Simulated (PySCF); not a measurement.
Species: C₅H₇NSi.
SMILES: `[SiH3]c1ccncc1`

Level: PBE0/def2-SVPD in PySCF, non-relativistic, on one gas-phase PBE0-D3(BJ)/def2-SVP geometry that isn't relaxed in the solvent. The solvent is an IEF-PCM continuum (van der Waals radii × 1.2), and excitations are vertical TDDFT with non-equilibrium linear response and a frozen core. Specific hydrogen bonds and non-electrostatic terms are outside this model.

```tsv
run	E − E(gas) (kJ/mol)	HOMO (eV)	HOMO–LUMO gap (eV)	dipole (D)	lowest singlet (eV)	static polarisability (au)
gas	0.00	-7.46	6.13	1.66	4.52	90.9
P	-13.92	-7.57	6.28	2.29	4.66	119.2
Q	-16.35	-7.60	6.30	2.41	4.68	124.8
```

The runs were made in acetone and tetrahydrofuran. Which run belongs to which solvent?

P = tetrahydrofuran, Q = acetone. The dielectric constants are 7.426 (tetrahydrofuran), 20.49 (acetone), and the energy falls further as ε rises. The optical constants n² used for the excitations are 1.97, 1.85 in the same order. In this model the ground state sees the solvent through ε alone.

How constant is the ratio of the lowering to (ε − 1)/(2ε + 1)?

```csv
solvent,(ε − 1)/(2ε + 1),E − E(gas) (kJ/mol),ratio (kJ/mol),polarisation term (kJ/mol)
tetrahydrofuran,0.405,-13.92,-34.3,-16.34
acetone,0.464,-16.35,-35.2,-19.74
```

The ratio changes by +2.6 % in size from tetrahydrofuran to acetone. The polarisation term is half the interaction of the solute with the induced surface charges.
